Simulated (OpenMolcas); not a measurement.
Os5+ among 2 point charges of -2 e arranged as a linear pair (D∞h).

| Quantity | Value |
| --- | --- |
| Program | OpenMolcas |
| Method | SS-CASPT2, IPEA 0.25 Eh, imaginary shift 0.1 Eh (closed shells correlated: 5s 5p) |
| Basis | ANO-RCC-VDZP [7s6p4d2f1g] |
| Scalar Hamiltonian | DKH2, point nucleus |
| Active space | 3 electrons in 5 orbitals (5d) |
| State averaging | 2S+1 = 4 even, 10 roots; 2S+1 = 2 even, 40 roots |
| Spin-orbit coupling | RASSI with atomic mean-field integrals over the reference wave functions |

All point charges move together. At R = 1.98 Å the first state of the same spin is 3400 cm-1, and at R = 2.14 Å it is 2280 cm-1.

Question: A third run gives 4850 cm-1. What distance was it run at?

Answer: With a power law R^-n the two known points give n = -ln(2280 / 3400) / ln(2.14 / 1.98) = 5.14. Then R = 1.98 × (3400 / 4850)^(1/5.14) = 1.848 Å. The run was at 1.82 Å, so the estimate is off by +0.028 Å.

Roots that are degenerate in the reference are averaged as groups; the widest CASPT2 spread within a group is 29 cm-1 (the 2-fold group of multiplicity 2 near 59200 cm-1 above the lowest state of its run, R = 1.98). Shifts and gaps below about the spread of the groups concerned are not significant. Free-ion shares, where given, are those of the reference states; single-state CASPT2 does not remix them. Spin-orbit coupling mixes the spin-free states strongly: the lowest level takes only 50 % from its leading state, 4Π (figures for R = 1.82; the like holds for R = 1.98, R = 2.14). Point charges carry no covalency, so the field is a model and not that of real ligands. No measured value stands beside these numbers.
